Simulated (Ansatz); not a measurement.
Reaction (redistribution): `[CH3][GaH][Se]C` + `CO[SiH](O)F` → `C[O][GaH][CH3]` + `C[Se][SiH](O)F`

Program: Ansatz. Geometries: PBE0-D4/def2-TZVP. ΔE: electronic, gas phase. CCSD(T)/CBS is the MP2 limit (def2-TZVPP, def2-QZVPP) plus CCSD(T) − MP2 in def2-TZVPP, frozen cores. DFT in def2-TZVPP. B3LYP here is the variant with VWN-RPA as its local correlation; programs differ in this. For Ga, Se outer-core shells are correlated without core-valence functions, which leaves a few kJ/mol of doubt a bond. Scalar relativity is left out up to krypton. Each species was taken in one conformer, which may not be the lowest.

| level | ΔE (kJ/mol) |
| --- | --- |
| ωB97M-V | 100.2 |
| B2PLYP | 101.3 |
| B3LYP | 101.6 |
| HF/def2-TZVPP | 120.6 |
| CCSD/def2-TZVPP | 105.2 |
| SCS-MP2/def2-QZVPP | 101.4 |
| HF/CBS(def2) | 120.5 |
| CCSD/CBS(def2) | 105.1 |

Problem. What does CCSD(T)/CBS give? (Best estimate.)

Solution. Ansatz gave: +101.8 kJ/mol. The listed levels differ from it by -1.6, -0.5, -0.2, 18.8, 3.4, -0.4, 18.7, 3.3 kJ/mol.

Largest T1 diagnostic among the species: 0.014.

From PBE to PBE0 (25 % exact exchange), in def2-TZVPP and without D4, ΔE moves by +9.4 kJ/mol. In def2-TZVPP, CCSD(T) changes the Hartree–Fock value by −18.6 kJ/mol (the triples alone add −3.3 kJ/mol) and MP2 by −19.6 kJ/mol.
